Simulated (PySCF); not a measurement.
Al(All)(H)(Me) (C4H9Al), SMILES [CH3][AlH][CH2]C=C.

The structure is a stationary point at B3LYP-D3(BJ)/def2-SVP. The structure was generated by enumeration; whether it is a known compound was not checked. One conformer was computed; it need not be the lowest.

Level of theory: TDA-ωB97X/def2-SVPD (PySCF 2.14.0).

Vertical excitations. The molecule is in vacuum.

Q: Give excitation energies, oscillator strengths and character. (Estimate from the structure and the level; the computed values follow.)

A: 
```tsv
state	energy (eV)	λ (nm)	f	main pairs
S1	5.83	213	0.230	HOMO→LUMO 76 %, HOMO→LUMO+1 12 %
S2	6.37	195	0.107	HOMO→LUMO+2 48 %, HOMO→LUMO+1 31 %, HOMO→LUMO 11 %
S3	6.82	182	0.007	HOMO→LUMO+1 26 %, HOMO→LUMO+2 25 %, HOMO−1→LUMO 15 %, HOMO→LUMO+4 12 %
S4	6.91	179	0.010	HOMO−1→LUMO 39 %, HOMO−1→LUMO+2 20 %, HOMO→LUMO+1 13 %, HOMO−1→LUMO+1 8 %
S5	7.46	166	0.012	HOMO→LUMO+3 74 %
S6	7.52	165	0.073	HOMO−1→LUMO+1 36 %, HOMO−1→LUMO 28 %, HOMO−1→LUMO+2 12 %, HOMO−2→LUMO 6 %
S7	7.67	162	0.019	HOMO→LUMO+4 52 %, HOMO→LUMO+5 24 %
S8	7.81	159	0.035	HOMO−2→LUMO 31 %, HOMO→LUMO+5 13 %, HOMO−1→LUMO+2 10 %, HOMO−3→LUMO 9 %
S9	7.92	157	0.148	HOMO→LUMO+5 28 %, HOMO→LUMO+4 17 %, HOMO→LUMO+6 14 %, HOMO→LUMO+7 9 %
S10	7.94	156	0.174	HOMO−1→LUMO+1 29 %, HOMO−1→LUMO+2 26 %, HOMO−1→LUMO+3 20 %
T1	3.91	317	0	HOMO→LUMO 66 %, HOMO→LUMO+1 20 %
T2	5.84	212	0	HOMO→LUMO+2 43 %, HOMO→LUMO+1 28 %, HOMO→LUMO 16 %
T3	6.43	193	0	HOMO−2→LUMO 52 %, HOMO−2→LUMO+1 14 %, HOMO−1→LUMO 8 %
T4	6.49	191	0	HOMO−1→LUMO 50 %, HOMO−1→LUMO+2 19 %, HOMO−1→LUMO+1 9 %
```
Triplets are in the Tamm–Dancoff approximation.
